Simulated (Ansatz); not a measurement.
C3H9ClO3Ti, SMILES `C[O][Ti]([Cl])([O]C)[O]C`, relaxed with RKS PBE-D4/def2-SVP in Ansatz 0.2.0 from a rough embedded geometry. The force threshold is 0.03 eV/Å; the program also tests the step.

The species carries charge 0 and has multiplicity 1.

Start:

```xyz
17

C     0.890   -2.227   -1.455
O     1.280   -0.831   -1.473
Ti    0.614   -0.084    0.237
Cl    1.830   -1.084    1.983
O    -1.290   -0.607    0.485
C    -1.983    0.182   -0.460
O     0.785    1.816    0.219
C     0.521    2.207    1.527
H     1.177   -2.668   -0.566
H    -0.204   -2.239   -1.644
H     1.404   -2.696   -2.335
H    -1.446    0.145   -1.438
H    -3.004   -0.170   -0.594
H    -2.016    1.239   -0.091
H    -0.284    1.648    1.963
H     0.288    3.309    1.516
H     1.439    2.059    2.126
```

| step | energy (eV) | largest force (eV/Å) | largest move (Å) |
| --- | --- | --- | --- |
| 1 | -45005.7017 | 3.727 | 0.000 |
| 2 | -45006.9542 | 1.244 | 0.190 |
| 3 | -45007.1953 | 0.582 | 0.200 |
| 4 | -45007.2847 | 0.560 | 0.199 |
| 5 | -45007.3348 | 0.517 | 0.196 |
| 6 | -45007.3845 | 0.426 | 0.199 |
| 7 | -45007.4163 | 0.323 | 0.195 |
| 8 | -45007.4391 | 0.365 | 0.195 |
| 9 | -45007.4553 | 0.319 | 0.146 |
| 10 | -45007.4746 | 0.196 | 0.200 |
| 11 | -45007.4805 | 0.128 | 0.100 |
| 14 | -45007.4836 | 0.118 | 0.098 |
| 17 | -45007.4870 | 0.105 | 0.060 |
| 20 | -45007.4891 | 0.031 | 0.050 |
| 23 | -45007.4903 | 0.036 | 0.045 |
| 26 | -45007.4916 | 0.109 | 0.094 |
| 29 (rejected) | -45007.4880 | 0.479 | 0.198 |
| 32 | -45007.4955 | 0.117 | 0.098 |
| 35 | -45007.5014 | 0.053 | 0.064 |
| 38 | -45007.5096 | 0.055 | 0.039 |
| 41 (rejected) | -45007.5136 | 0.184 | 0.042 |
| 44 | -45007.5199 | 0.336 | 0.147 |
| 46 | -45007.5249 | 0.009 | 0.044 |

End:

```xyz
17

C     1.424   -1.778   -1.711
O     0.536   -1.461   -0.681
Ti    0.101   -0.533    0.772
Cl    0.252   -1.846    2.588
O    -1.564    0.073    0.592
C    -2.732    0.036   -0.177
O     1.185    0.870    0.948
C     1.230    2.251    1.164
H     1.943   -2.739   -1.494
H     0.878   -1.895   -2.673
H     2.197   -0.987   -1.842
H    -2.572   -0.506   -1.137
H    -3.547   -0.476    0.381
H    -3.075    1.069   -0.411
H     0.210    2.701    1.140
H     1.850    2.748    0.385
H     1.684    2.473    2.155
```

It took 86 s on 4 threads of an AMD EPYC 7R13 on a shared host and a share of an NVIDIA H100 80 GB, with 0.86 GiB of host memory at the peak.
